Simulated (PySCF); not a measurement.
A mixed set of molecules.

All values: wB97X-D/def2-SVPD (PySCF) at GFN2-xTB geometries, gas phase, one conformer each. Core orbitals are frozen in the response; Δα² is half the sum of the squared differences of the principal polarisabilities.

Problem. Rank by HOMO energy, highest first.
A. `FC(F)(C(F)(OC)F)F`
B. `CSC[Si](O)(O)O`
C. `C[SiH2]OS(C)(=O)=O`
D. `CS(=O)(=O)C[SiH2]O`

Solution. B (-8.14 eV), D (-10.26 eV), C (-10.61 eV), A (-11.80 eV).

Problem. Rank by polarisability anisotropy Δα, lowest first.
A. `[CH3:1][O:2][C:3]([F:4])([F:5])[C:6]([F:7])([F:8])[F:9]` with C1–O2–C3–F4 -59°
B. `[CH3:1][S:2][CH2:3][Si:4]([OH:5])([OH:6])[OH:7]` with C1–S2–C3–Si4 -75°, C3–Si4–O5–H 79°, C3–Si4–O6–H 44°, C3–Si4–O7–H 154°
C. `[CH3:1][S:2](=[O:3])(=[O:4])[CH2:5][SiH2:6][OH:7]` with C1–S2–C5–Si6 180°, S2–C5–Si6–O7 180°, C5–Si6–O7–H 180°
D. `[CH3:1][SiH2:2][O:3][S:4]([CH3:5])(=[O:6])=[O:7]` with C1–Si2–O3–S4 -59°, Si2–O3–S4–C5 -172°

Solution. A (1.38 Å³), D (2.15 Å³), B (2.72 Å³), C (3.14 Å³).

All values together:

```csv
SMILES,formula,μ (D),HOMO (eV),LUMO (eV),α (Å³),Δα (Å³),electrons,α per electron (Å³)
C[SiH2]OS(C)(=O)=O,C2H8O3SSi,2.76,-10.61,1.74,11.44,2.15,74,0.155
CSC[Si](O)(O)O,C2H8O3SSi,0.75,-8.14,1.52,11.71,2.72,74,0.158
CS(=O)(=O)C[SiH2]O,C2H8O3SSi,3.76,-10.26,1.42,11.64,3.14,74,0.157
COC(F)(F)C(F)(F)F,C3H3F5O,2.92,-11.80,2.15,6.90,1.38,74,0.093
```

Conformers: `[CH3:1][SiH2:2][O:3][S:4]([CH3:5])(=[O:6])=[O:7]` with C1–Si2–O3–S4 -59°, Si2–O3–S4–C5 -172°; `[CH3:1][S:2][CH2:3][Si:4]([OH:5])([OH:6])[OH:7]` with C1–S2–C3–Si4 -75°, C3–Si4–O5–H 79°, C3–Si4–O6–H 44°, C3–Si4–O7–H 154°; `[CH3:1][S:2](=[O:3])(=[O:4])[CH2:5][SiH2:6][OH:7]` with C1–S2–C5–Si6 180°, S2–C5–Si6–O7 180°, C5–Si6–O7–H 180°; `[CH3:1][O:2][C:3]([F:4])([F:5])[C:6]([F:7])([F:8])[F:9]` with C1–O2–C3–F4 -59°.
